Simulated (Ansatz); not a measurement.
Reaction (substitution at a C–In bond): `C[O][InH][CH3]` + `[OH][Ga]([OH])[Cl]` → `C[O][Ga]([OH])[Cl]` + `C[O][InH2]`

Computed with Ansatz on PBE0-D4/def2-TZVP structures; ΔE is electronic, products minus reactants. CCSD(T)/CBS is the MP2 limit (def2-TZVPP, def2-QZVPP) plus CCSD(T) − MP2 in def2-TZVPP, frozen cores. DFT in def2-TZVPP. B3LYP here is the variant with VWN-RPA as its local correlation; programs differ in this. def2 core potentials past Kr. For Ga, In outer-core shells are correlated without core-valence functions, which leaves a few kJ/mol of doubt a bond. Scalar relativity is left out up to krypton. One conformer a species, not always the lowest.

Task: Is it downhill or uphill in electronic energy at CCSD(T)/CBS, and by how much? (An estimate is asked.)

Result: Ansatz gave: Uphill: ΔE = +91.4 kJ/mol.

Task: What do these levels give: PBE-D4, r2SCAN-D4, PBE0-D4, B3LYP-D4, ωB97M-V, r2SCAN, PBE0, HF/def2-TZVPP, MP2/def2-TZVPP, HF/def2-QZVPP, MP2/CBS(def2), CCSD/CBS(def2)? (An estimate is asked.)

Result: Ansatz gave: PBE-D4 82.4, r2SCAN-D4 83.8, PBE0-D4 83.0, B3LYP-D4 78.1, ωB97M-V 83.7, r2SCAN 83.9, PBE0 83.5, HF/def2-TZVPP 68.6, MP2/def2-TZVPP 98.0, HF/def2-QZVPP 68.4, MP2/CBS(def2) 102.0, CCSD/CBS(def2) 89.7 kJ/mol.

Largest T1 diagnostic among the species: 0.017.

In def2-TZVPP, CCSD(T) changes the Hartree–Fock value by +18.8 kJ/mol (the triples alone add +1.6 kJ/mol) and MP2 by +29.4 kJ/mol.
